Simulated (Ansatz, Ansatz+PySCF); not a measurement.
```yaml
atoms:
  - { symbol: C, position_ang: [0.0000, 0.0000, 0.0000] }
  - { symbol: H, position_ang: [1.0300, 0.0000, -0.3700] }
  - { symbol: H, position_ang: [-0.5150, 0.8920, -0.3700] }
  - { symbol: H, position_ang: [-0.5150, -0.8920, -0.3700] }
  - { symbol: S, position_ang: [0.0000, 0.0000, 1.8000] }
```

Basis set: def2-SVP (spherical functions). Charge 0, multiplicity 2.

Computed with Ansatz (development build ahead of 0.2.0); each method stands on the lowest determinant of its kind that the runs found. Restricted functionals stand beside restricted open-shell atoms, which can lie above the unrestricted atoms usual in DFT and then raise those values.

The atomization energy at this shape (free ground-state atoms in the same class of orbitals less the molecule, no zero-point energy) of doublet CH₃S:

| method | atomization energy |
| --- | --- |
| PBE0 (unrestricted) | 1604.6 kJ/mol |
| PBE0 (restricted open-shell) | 1608.8 kJ/mol |
| UHF | 1190.4 kJ/mol |

(1) What does ROHF give?

Results:

(1) 1199.9 kJ/mol.
